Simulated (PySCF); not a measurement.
These compounds are isomers of formula C$_{5}$H$_{4}$F$_{2}$N$_{2}$.

A. `Cc1cc(F)c(F)nn1`
B. `InChI=1S/C5H4F2N2/c6-4(7)5-8-2-1-3-9-5/h1-4H`
C. `Cc1nnc(F)cc1F`

Spectrum 1. 13C{1H} NMR (computed): δ 175.6 (C, dd, J = 308.0, 1.5 Hz), 172.5 (C, dd, J = 353.3, 5.6 Hz), 154.4 (C), 105.1 (CH, dd, J = 33.5, 9.8 Hz), 19.9 (CH3, d, J = 4.1 Hz).

Spectrum 2. 13C{1H} NMR (computed): δ 165.6 (C, dd, J = 305.2, 2.1 Hz), 164.7 (C, d, J = 4.2 Hz), 159.8 (C, dd, J = 358.9, 21.7 Hz), 120.9 (CH, dd, J = 4.1, 2.0 Hz), 24.4 (CH3).

Spectrum 3. 13C{1H} NMR (computed): δ 169.1 (C, t, J = 27.7 Hz), 164.0 (CH), 127.4 (CH), 121.9 (CH, t, J = 302.0 Hz).

A single conformation, non-relativistic Hamiltonian, rapidly exchanging positions averaged, gas phase. Shieldings: GIAO PBE0/pcSseg-1; coordinates at the GFN2-xTB level; couplings computed with B3LYP/pcJ-1 (spin–dipole term left out of most H,H and C,H couplings); PySCF.

δ = σ(ref) − σ, references computed at the same level: 13C (σref 186.93) vs TMS. One-bond C–F couplings are unscaled and too large by tens of Hz. Shifts are as computed. Against solution values, carbons near 30 ppm lie about +3 ppm off and those near 130 ppm about +5 ppm. Of 1211 compounds with measured shifts, 218 miss one by over three times the rms of a fit or turn the order of signals round; such compounds aren't used in these exercises.

Which spectrum belongs to which compound?

Results:

1–C, 2–A, 3–B.

- Spectrum 1 (C): 5 13C signals; δC 175.6 is an aromatic carbon bearing fluorine; δC 172.5 is an aromatic carbon bearing fluorine.
- Spectrum 2 (A): 5 13C signals; δC 165.6 is an aromatic carbon bearing fluorine; δC 159.8 is an aromatic carbon bearing fluorine.
- Spectrum 3 (B): 4 13C signals; δC 164.0 is an aromatic CH next to a ring nitrogen; δC 127.4 is an aromatic CH.
